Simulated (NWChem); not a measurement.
F[SiH]1OC(O1)=O (CHFO$_{3}$Si), optimised at PBE-D3(BJ)/def2-SVP with NWChem:

- highest occupied level (eV) = -7.50
- orbital gap (eV) = 6.33
- dipole (D) = 3.60
- highest harmonic frequency (cm⁻¹) = 2309
- zero-point energy (kcal/mol) = 18.2

All stand in one matching conformer (torsions within 35°), which need not be the lowest.

Question: One F atom is replaced by H, giving O1C(=O)O[SiH2]1 (CH2O3Si), optimised at the same level. How do these values move?

Answer: 
```csv
quantity,new value,change
highest occupied level (eV),-7.23,+0.27
orbital gap (eV),5.28,-1.05
dipole (D),4.39,+0.79
highest harmonic frequency (cm⁻¹),2251,-58
zero-point energy (kcal/mol),21.3,+3.1
```
